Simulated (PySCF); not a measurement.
## Nonlinear optical response: 4-vinylbenzoic acid (C1(C=C)=CC=C(C(=O)O)C=C1, C₉H₈O₂)

Molfile (atoms numbered from 1):
```
C9H8O2
     RDKit          3D

 19 19  0  0  0  0  0  0  0  0999 V2000
   -3.6238   -0.2997    0.1674 C   0  0  0  0  0  0  0  0  0  0  0  0
   -2.6233    0.5832    0.0631 C   0  0  0  0  0  0  0  0  0  0  0  0
   -1.1864    0.2876    0.0424 C   0  0  0  0  0  0  0  0  0  0  0  0
   -0.6734   -1.0201    0.1147 C   0  0  0  0  0  0  0  0  0  0  0  0
    0.6926   -1.2477    0.0932 C   0  0  0  0  0  0  0  0  0  0  0  0
    1.5896   -0.1758   -0.0008 C   0  0  0  0  0  0  0  0  0  0  0  0
    3.0413   -0.4781   -0.0203 C   0  0  0  0  0  0  0  0  0  0  0  0
    3.5108   -1.5877    0.0341 O   0  0  0  0  0  0  0  0  0  0  0  0
    3.8064    0.6205   -0.1046 O   0  0  0  0  0  0  0  0  0  0  0  0
    1.0960    1.1297   -0.0747 C   0  0  0  0  0  0  0  0  0  0  0  0
   -0.2756    1.3517   -0.0534 C   0  0  0  0  0  0  0  0  0  0  0  0
   -4.6638    0.0335    0.1730 H   0  0  0  0  0  0  0  0  0  0  0  0
   -3.4528   -1.3763    0.2513 H   0  0  0  0  0  0  0  0  0  0  0  0
   -2.8748    1.6469   -0.0152 H   0  0  0  0  0  0  0  0  0  0  0  0
   -1.3552   -1.8696    0.1875 H   0  0  0  0  0  0  0  0  0  0  0  0
    1.0991   -2.2596    0.1482 H   0  0  0  0  0  0  0  0  0  0  0  0
    4.7237    0.3091   -0.1108 H   0  0  0  0  0  0  0  0  0  0  0  0
    1.7930    1.9657   -0.1484 H   0  0  0  0  0  0  0  0  0  0  0  0
   -0.6583    2.3740   -0.1114 H   0  0  0  0  0  0  0  0  0  0  0  0
  1  2  2  0
  2  3  1  0
  3  4  1  0
  4  5  2  0
  5  6  1  0
  6  7  1  0
  7  8  2  0
  7  9  1  0
  6 10  2  0
 10 11  1  0
 11  3  2  0
  1 12  1  0
  1 13  1  0
  2 14  1  0
  4 15  1  0
  5 16  1  0
  9 17  1  0
 10 18  1  0
 11 19  1  0
M  END
```

The calculation used PySCF, quadratic response CAM-B3LYP/aug-cc-pVDZ first hyperpolarisability, Taylor convention, gas phase. Geometry: PBE0-D3(BJ)/def2-SVP.

**Question.** Give β for the processes computed.

**Answer.** In 10⁻³⁰ esu, Taylor convention; the vector part is βᵢ = ⅓ Σⱼ (βᵢⱼⱼ + βⱼᵢⱼ + βⱼⱼᵢ); β∥ is 3/5 of the vector part along the dipole, the dipole points from − to +:
```
                   process  λ (nm)  β vector norm    β∥  β HRS  depolarisation ratio
           static β(0;0,0)       ∞           3.76  1.72   1.97                  2.95
second harmonic β(−2ω;ω,ω)    1907           4.29  1.96   2.20                  3.05
         Pockels β(−ω;ω,0)    1907           3.93  1.79      –                     –
second harmonic β(−2ω;ω,ω)    1064           5.88  2.71   2.90                  3.30
         Pockels β(−ω;ω,0)    1064           4.33  1.98      –                     –
```

**Question.** Which lowest excitations, dipole and polarisabilities go with it?

**Answer.** S1 4.69 eV (f = 0.554); S2 4.82 eV (f = 0.033); S3 5.16 eV (f = 0.000); dipole 2.22 D; isotropic α 122.8 au static, 123.5 au at 1907 nm, 125.2 au at 1064 nm, 125.8 au at 953.5 nm, 134.0 au at 532 nm.
